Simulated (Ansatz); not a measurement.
`C[Se][GaH2]` + H₂O → `[OH][GaH2]` + `C[SeH]` at 600 K and 1 bar (formal hydrolysis of a Ga–Se bond).

Calculated with Ansatz (gas phase, PBE0-D4/def2-TZVP geometries, no zero-point term in ΔE). CBS: MP2 limit from def2 TZ/QZ plus the TZ coupled-cluster correction, frozen cores. This one scheme is used for every species. For Ga, Se outer-core shells are correlated without core-valence functions, which leaves a few kJ/mol of doubt a bond. Scalar relativity is left out up to krypton.

```tsv
species	CCSD(T)/CBS energy (Eh)	H − E (kJ/mol)	S (J/(mol·K))
`C[Se][GaH2]`	-4365.72567	185.2	408.2
H₂O	-76.37941	76.8	212.8
`[OH][GaH2]`	-2000.92981	103.5	310.5
`C[SeH]`	-2441.15625	149.5	312.9
```

H − E and S are ideal-gas, rigid-rotor, harmonic terms from PBE0-D4/def2-TZVP. 1 Eh = 2625.50 kJ/mol, R = 8.31446 J/(mol·K).

Q: By hand: ΔE, ΔH, ΔS and ΔG.

A: ΔE = (-2000.92981) + (-2441.15625) − (-4365.72567) − (-76.37941) = 0.01902 Eh = 49.9 kJ/mol. Δ(H − E) = 103.5 + 149.5 − 185.2 − 76.8 = -9.0, so ΔH = 40.9 kJ/mol. ΔS = 310.5 + 312.9 − 408.2 − 212.8 = 2.4 J/(mol·K). ΔG = 40.9 − 600 × (2.4)/1000 = 39.5 kJ/mol.

Q: By hand: the equilibrium constant, and the temperature at which ΔG would vanish if ΔH and ΔS stayed fixed.

A: log₁₀ K = −ΔG/(RT ln 10) = -3.4. ΔG = 0 at ΔH/ΔS = 17042 K, far beyond where these terms or the molecules hold.

The number of gas molecules stays the same, so ΔS is small and ΔH decides. A doubt of 5 kJ/mol in ΔE shifts log₁₀ K by 0.4 here. These are equilibria of isolated gas molecules and say nothing of rates. Largest T1 diagnostic: 0.015 (customary marks: 0.02 for closed shells, 0.045 for open ones).
